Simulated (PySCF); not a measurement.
## Computed NMR parameters against published values

Molfile (atoms numbered from 1):
```
C6H6O3S
     RDKit          3D

 16 16  0  0  0  0  0  0  0  0999 V2000
    2.6050   -0.6867    1.1040 O   0  0  0  0  0  0  0  0  0  0  0  0
    2.1450    0.3136    0.1565 S   0  0  0  0  0  6  0  0  0  0  0  0
    2.6434    1.6682    0.1473 O   0  0  0  0  0  0  0  0  0  0  0  0
    2.4457   -0.2691   -1.3300 O   0  0  0  0  0  0  0  0  0  0  0  0
    0.3763    0.3590    0.1907 C   0  0  0  0  0  0  0  0  0  0  0  0
   -0.2795    1.4580   -0.3617 C   0  0  0  0  0  0  0  0  0  0  0  0
   -1.6710    1.4819   -0.3455 C   0  0  0  0  0  0  0  0  0  0  0  0
   -2.3830    0.4238    0.2215 C   0  0  0  0  0  0  0  0  0  0  0  0
   -1.7100   -0.6622    0.7808 C   0  0  0  0  0  0  0  0  0  0  0  0
   -0.3177   -0.7010    0.7698 C   0  0  0  0  0  0  0  0  0  0  0  0
    2.5582   -1.2285   -1.2519 H   0  0  0  0  0  0  0  0  0  0  0  0
    0.3028    2.2801   -0.7820 H   0  0  0  0  0  0  0  0  0  0  0  0
   -2.2031    2.3353   -0.7711 H   0  0  0  0  0  0  0  0  0  0  0  0
   -3.4750    0.4504    0.2346 H   0  0  0  0  0  0  0  0  0  0  0  0
   -2.2714   -1.4810    1.2358 H   0  0  0  0  0  0  0  0  0  0  0  0
    0.2363   -1.5281    1.2181 H   0  0  0  0  0  0  0  0  0  0  0  0
  1  2  2  0
  2  3  2  0
  2  4  1  0
  2  5  1  0
  5  6  2  0
  6  7  1  0
  7  8  2  0
  8  9  1  0
  9 10  2  0
 10  5  1  0
  4 11  1  0
  6 12  1  0
  7 13  1  0
  8 14  1  0
  9 15  1  0
 10 16  1  0
M  END
```

Published estimates (parent shift plus substituent increments) and measurements: δ ¹³C C8 132.3; C7/C9 129.8; C6/C10 126.3 ppm (estimated from measurements, as parent shift plus tabulated substituent increment; solution, not stated per compound (mostly CDCl3 or CCl4); Pretsch, Buehlmann, Badertscher, Structure Determination of Organic Compounds, 4th ed. (2009)).

Calculated, not measured (PySCF 2.14.0 with density-fitted response routines): shielding tensors at CAM-B3LYP/pcSseg-1 (GIAO), geometry: PBE0-D3(BJ)/def2-SVP. One averaged value for each set of equivalent atoms, non-relativistic Hamiltonian, one computed conformer, no solvent model.

(1) Set the calculated values beside the experiment.

(2) How far are the unscaled ¹³C shifts from the references?

## Answers

(1) 
Reference values: estimated from measurements, as parent shift plus tabulated substituent increment (solution, not stated per compound (mostly CDCl3 or CCl4); Pretsch, Buehlmann, Badertscher, Structure Determination of Organic Compounds, 4th ed. (2009)).
```csv
atoms,quantity,reference,computed
C8,δ ¹³C,132.3,143.3
C7/C9,δ ¹³C,129.8,137.8
C6/C10,δ ¹³C,126.3,136.9
```

Computed shifts are σ(ref) − σ with the named reference compound (TMS for H and C) calculated as an isolated molecule at the same level.

(2) Mean signed difference +9.87 ppm, mean absolute 9.87 ppm over 3 comparisons; the largest is +11.0 ppm at C8 (aromatic CH).

3 of the 6 published NMR values on file for this molecule are compared.
